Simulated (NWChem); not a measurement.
# 2-butanone (C₄H₈O); SMILES CCC(C)=O

```xyz
13

C      0.0778     1.8716     0.4460
C     -0.0539     0.8313    -0.6837
C     -0.1830    -0.5774    -0.1112
C      1.1057    -1.3505     0.1171
O     -1.2703    -1.0465     0.1679
H      0.1569     2.8816     0.0307
H      0.9682     1.6920     1.0598
H     -0.7987     1.8383     1.1010
H     -0.9559     1.0372    -1.2689
H      0.8154     0.8959    -1.3503
H      1.8539    -0.7347     0.6308
H      1.5395    -1.6342    -0.8513
H      0.9035    -2.2536     0.6966
```
Atoms are numbered in this order, from 1.

Coordinates come from a B3LYP/6-31G* (spherical d) optimisation.

### Question
List the 4 lowest vertical singlet excitations from Hartree-Fock/6-31G* (spherical d), CIS (NWChem).

### Answer
```tsv
state	energy (eV)	oscillator strength	leading excitation (squared amplitude)
S1	5.10	0.000	HOMO → LUMO (0.89)
S2	9.83	0.014	HOMO−6 → LUMO (0.31)
S3	9.92	0.258	HOMO−1 → LUMO (0.79)
S4	10.47	0.029	HOMO−2 → LUMO (0.35)
```
